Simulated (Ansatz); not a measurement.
Computed with Ansatz on PBE0-D4/def2-TZVP structures; ΔE is electronic, products minus reactants. CBS: MP2 limit from def2 TZ/QZ plus the TZ coupled-cluster correction, frozen cores. DFT in def2-TZVPP. B3LYP here is the variant with VWN-RPA as its local correlation; programs differ in this. def2 core potentials past Kr. For Sn outer-core shells are correlated without core-valence functions, which leaves a few kJ/mol of doubt a bond. Each species was taken in one conformer, which may not be the lowest.

Consider the ligand exchange at the Si–C bond: `FC([SiH3])[SiH2]Cl` + `[OH][SnH3]` → `Cl[SiH2][O][SnH3]` + `FC[SiH3]`.

| level | ΔE (kcal/mol) | difference from CCSD(T)/CBS |
| --- | --- | --- |
| B2PLYP | -34.5 | -0.4 |
| r2SCAN | -32.9 | 1.2 |
| PBE0 | -31.6 | 2.5 |
| B3LYP | -33.8 | 0.3 |
| HF/def2-TZVPP | -39.9 | -5.8 |
| MP2/def2-TZVPP | -34.7 | -0.6 |
| HF/def2-QZVPP | -40.4 | -6.3 |
| MP2/def2-QZVPP | -34.9 | -0.8 |
| MP2/CBS(def2) | -34.8 | -0.7 |
| CCSD/CBS(def2) | -35.0 | -0.9 |
| CCSD(T)/CBS | -34.1 | 0 |

Largest T1 diagnostic among the species: 0.014.

From PBE to PBE0 (25 % exact exchange), in def2-TZVPP and without D4, ΔE moves by −2.2 kcal/mol. In def2-TZVPP, CCSD(T) changes the Hartree–Fock value by +5.9 kcal/mol (the triples alone add +0.8 kcal/mol) and MP2 by +5.2 kcal/mol.
